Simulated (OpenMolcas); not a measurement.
**Ni2+: moving the ligands**

Ni2+ with 6 ligands (fluoride) in trigonal prismatic coordination (D3h) at 2 Å, a polar angle of 51.1° against the regular 49.1°. A charge of +0.667 e stands 3.2 Å behind each ligand. Ligand basis ANO-RCC-VDZP.

| Item | Value |
| --- | --- |
| Program | OpenMolcas |
| Method | CASSCF |
| Basis | ANO-RCC-VTZP [6s5p3d2f1g] |
| Scalar Hamiltonian | DKH2, point nucleus |
| Active space | 8 electrons in 5 orbitals (3d) |
| State averaging | 2S+1 = 3 even, 10 roots; 2S+1 = 1 even, 15 roots |
| Spin-orbit coupling | state interaction with AMFI integrals over the reference wave functions |

Runs around this geometry, states (labels of D3, the rotations of D3h). Energies in cm-1 above the lowest state or level, χT in cm3 K/mol.

```csv
R (Å),Polar angle / regular,Ground state,First state of that spin,First gap with spin-orbit (degeneracies),χT at 300 K,First state of another spin
1.9,1.04,3A2,3A1 4136,"119.6 (1, 2)",1.696,1E 18062
2,1.04,3A2,3A1 2984,"148.8 (1, 2)",1.979,1E 17926
2.06,1.04,3A2,3A1 2478,"163.4 (1, 2)",2.167,1E 17800
2,1.144,3A2,3A1 1976,"163.1 (1, 2)",2.128,1E 17935
```

Taking the first state of the same spin as R^-n, n = -ln(2478 / 4136) / ln(2.06 / 1.9) = 6.3 between the shortest and longest distance.

Without dynamic correlation the repulsion within the d shell is too large (B by tens of per cent), so at a given field states of lower spin stand too high. Ligand-to-metal charge-transfer states are missing. With no ligand orbital active B as a rule stays too high, so bands that hang on it stand too high and its fall with covalency is understated. With metal d orbitals alone and no dynamic correlation the field as a rule comes out too small, by tens of per cent, by up to half for chloride and softer ligands, and the orbital part of g and χT, which goes as 1/10Dq, too large. No measured value stands beside these numbers; the geometry was imposed, not optimised, and the real ion may take another.
